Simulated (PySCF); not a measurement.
Ionisation energy of Nb⁺ by level of theory

Nb⁺ [Kr] 4d4 [4d3/2^4, M_J = 0] → Nb²⁺ [Kr] 4d3 [4d3/2^3, M_J = 3/2], as a difference of total energies. Computed with PySCF 2.14 in x2c-TZVPall-2c (8s9p7d1f, 77 functions), with the two-component X2C-1e Hamiltonian. Correlated levels: [Ar] 3d10 frozen; the 6 highest virtual spinors dropped. "Screened" scales the spin-orbit matrix elements by Boettger's factors to mimic the two-electron term; Breit and QED terms are absent.

```
                    method  ionisation energy (eV)
           GHF (spin-free)                  13.148
          GMP2 (spin-free)                  13.873
 GHF (screened spin-orbit)                  13.099
GMP2 (screened spin-orbit)                  13.824
```

How much does correlation contribute at GMP2 (screened spin-orbit)?

13.824 − (13.099) = 0.725 eV, measured against GHF (screened spin-orbit).

The spin-free rows relax to the high-spin LS determinant and lack the spin-orbit shift.

Errors of the correlated levels include the incompleteness of this basis and the frozen core.

The labels give the starting determinants; with spin-orbit coupling the two ends relaxed to ⟨J²⟩ = 3.85, ⟨L²⟩ = 6.04, ⟨S²⟩ = 6.00 and ⟨J²⟩ = 6.50, ⟨L²⟩ = 11.99, ⟨S²⟩ = 3.75.

The determinant of Nb⁺ and of Nb²⁺ mixes levels of different J (the jj label is only the starting occupation), so the difference between spin-free and spin-orbit rows is not the physical spin-orbit shift.

For comparison: 14.32 eV (semi-empirical (NIST evaluation); NIST Atomic Spectra Database, ionization energies).
